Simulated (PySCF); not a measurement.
## Electron correlation in O (oxygen, neutral)

[He] 2s1 2p4 3s1, high-spin 5P determinant (an excited configuration). All numbers are calculated (PySCF 2.14, no relativity, point nucleus, in aug-cc-pVTZ with one added diffuse shell each of s, p, d, f type (6s5p4d3f, 62 functions)). Frozen: 1s2; 6 electrons correlated.

```csv
level,correlation energy (mhartree)
CCSD,-120.68
(T),-3.51
CCSD(T),-124.19
```

Diagnostics: T1 = 0.015, D1 = 0.0471, largest double amplitude 0.108.

The outer electron is Rydberg-like, and this basis confines it to a smaller radius and binds it less than a complete one would.

Cost of the coupled-cluster step: of the order of 10 core-seconds, for 6 correlated electrons.

Iterations:

```
CC2 = 0
CCSD nocc = (np.int64(5), np.int64(1)), nmo = (61, 61)
frozen orbitals [[0], [0]]
max_cycle = 100
direct = 0
conv_tol = 1e-08
conv_tol_normt = 1e-06
diis_space = 8
diis_start_cycle = 0
Init t2, MP2 energy = -0.104695562154037
Init E_corr(UCCSD) = -0.104695562170707
cycle = 1  E_corr(UCCSD) = -0.121230031669085  dE = -0.0165344695  norm(t1,t2) = 0.191181
cycle = 2  E_corr(UCCSD) = -0.133917176900994  dE = -0.0126871452  norm(t1,t2) = 0.454088
cycle = 3  E_corr(UCCSD) = -0.118529370819608  dE = 0.0153878061  norm(t1,t2) = 1.11646
cycle = 4  E_corr(UCCSD) = -0.113767354560164  dE = 0.00476201626  norm(t1,t2) = 0.163845
cycle = 5  E_corr(UCCSD) = -0.120341141831936  dE = -0.00657378727  norm(t1,t2) = 0.0611702
cycle = 6  E_corr(UCCSD) = -0.12024380352535  dE = 9.73383066e-05  norm(t1,t2) = 0.0631745
cycle = 7  E_corr(UCCSD) = -0.12042420434105  dE = -0.000180400816  norm(t1,t2) = 0.0109604
cycle = 8  E_corr(UCCSD) = -0.120689196055169  dE = -0.000264991714  norm(t1,t2) = 0.00807129
cycle = 9  E_corr(UCCSD) = -0.12071238413171  dE = -2.31880765e-05  norm(t1,t2) = 0.00351358
cycle = 10  E_corr(UCCSD) = -0.120701261924484  dE = 1.11222072e-05  norm(t1,t2) = 0.000909526
cycle = 11  E_corr(UCCSD) = -0.120680876414946  dE = 2.03855095e-05  norm(t1,t2) = 0.000436199
cycle = 12  E_corr(UCCSD) = -0.120677190510532  dE = 3.68590441e-06  norm(t1,t2) = 7.60264e-05
cycle = 13  E_corr(UCCSD) = -0.120677761498466  dE = -5.70987934e-07  norm(t1,t2) = 4.04477e-05
cycle = 14  E_corr(UCCSD) = -0.120677381425166  dE = 3.800733e-07  norm(t1,t2) = 4.71266e-05
cycle = 15  E_corr(UCCSD) = -0.120679735196214  dE = -2.35377105e-06  norm(t1,t2) = 5.03387e-05
cycle = 16  E_corr(UCCSD) = -0.120679576957241  dE = 1.58238972e-07  norm(t1,t2) = 7.62426e-06
cycle = 17  E_corr(UCCSD) = -0.120679259928658  dE = 3.17028583e-07  norm(t1,t2) = 5.29374e-06
cycle = 18  E_corr(UCCSD) = -0.120679209635107  dE = 5.02935514e-08  norm(t1,t2) = 2.93714e-06
cycle = 19  E_corr(UCCSD) = -0.120679239691464  dE = -3.00563568e-08  norm(t1,t2) = 1.31195e-06
cycle = 20  E_corr(UCCSD) = -0.120679271351241  dE = -3.1659777e-08  norm(t1,t2) = 7.8992e-07
cycle = 21  E_corr(UCCSD) = -0.120679278253715  dE = -6.90247386e-09  norm(t1,t2) = 4.47885e-07
UCCSD converged
E(UCCSD) = -74.10014229642282  E_corr = -0.1206792782537146
UCCSD(T) correction = -0.00351417195970661
```
